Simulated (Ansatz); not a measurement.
Reaction (formal exchange of groups at a B–C bond): `CBI` + `CC(N)N` → `BI` + `CNC(C)N`

Computed with Ansatz on PBE0-D4/def2-TZVP structures; ΔE is electronic, products minus reactants. CCSD(T)/CBS adds triple-zeta CCSD(T) − MP2 to the extrapolated MP2 energy (def2 sets, frozen cores). Functionals use def2-TZVPP. B3LYP here is the variant with VWN-RPA as its local correlation; programs differ in this. def2 core potentials past Kr. For I outer-core shells are correlated without core-valence functions, which leaves a few kJ/mol of doubt a bond. One conformer a species, not always the lowest.

`CBI`:

Cartesian coordinates in Å:
```
C 0.569 -0.246 -0.429
B -0.479 0.243 0.596
I -2.465 0.742 0.034
H 0.219 -0.339 -1.456
H 1.428 0.437 -0.405
H 0.970 -1.212 -0.097
H -0.243 0.375 1.757
```

`CC(N)N`:

Cartesian coordinates in Å:
```
C 1.132 0.262 0.459
C -0.234 -0.303 0.100
N -0.387 -0.698 -1.287
N -1.242 0.710 0.345
H 1.192 0.527 1.519
H 1.916 -0.471 0.254
H 1.326 1.162 -0.130
H -0.393 -1.219 0.695
H -0.204 0.103 -1.882
H 0.277 -1.424 -1.527
H -2.160 0.331 0.148
H -1.223 1.019 1.308
```

`BI`:

```xyz
4

B     0.205   -0.128   -0.057
I    -1.527    0.955    0.425
H     0.544   -0.151   -1.195
H     0.778   -0.676    0.827
```

`CNC(C)N`:

```xyz
15

C     1.147   -1.087    1.260
N     0.215   -0.021    0.958
C    -0.259   -0.016   -0.407
C    -1.465    0.906   -0.510
N     0.857    0.357   -1.258
H     2.026   -0.982    0.623
H     0.732   -2.096    1.093
H     1.465   -1.013    2.301
H    -0.575   -0.053    1.589
H    -0.562   -1.028   -0.736
H    -1.817    0.958   -1.542
H    -2.296    0.555    0.110
H    -1.192    1.913   -0.183
H     0.601    0.290   -2.235
H     1.122    1.317   -1.064
```

(1) Is it downhill or uphill in electronic energy at CCSD(T)/CBS, and by how much? (Best estimate.)

(2) What do these levels give: B3LYP-D4, BHLYP-D4, CAM-B3LYP-D4, ωB97X-V, r2SCAN, r2SCAN0, CAM-B3LYP, RPA@PBE/def2-TZVPP, MP2/def2-SVP, CCSD(T)/def2-TZVPP, HF/def2-QZVPP, SCS-MP2/def2-QZVPP? (Estimate.)

Largest T1 diagnostic among the species: 0.012.

Results:

(1) The calculation gave: Uphill: ΔE = +20.4 kcal/mol.

(2) The calculation gave: B3LYP-D4 19.9, BHLYP-D4 20.0, CAM-B3LYP-D4 19.8, ωB97X-V 19.6, r2SCAN 21.6, r2SCAN0 21.5, CAM-B3LYP 20.2, RPA@PBE/def2-TZVPP 17.6, MP2/def2-SVP 18.3, CCSD(T)/def2-TZVPP 19.5, HF/def2-QZVPP 19.2, SCS-MP2/def2-QZVPP 19.9 kcal/mol.

Leaving LDA and LC-ωPBE aside and taking each functional with its dispersion term where it has one, the values, not all of them listed here, spread over 2.4 kcal/mol, from ωB97X-V to B97M-V. At CCSD(T), def2-SVP lies −3.4 kcal/mol from the extrapolated value and def2-TZVPP −0.9 kcal/mol.
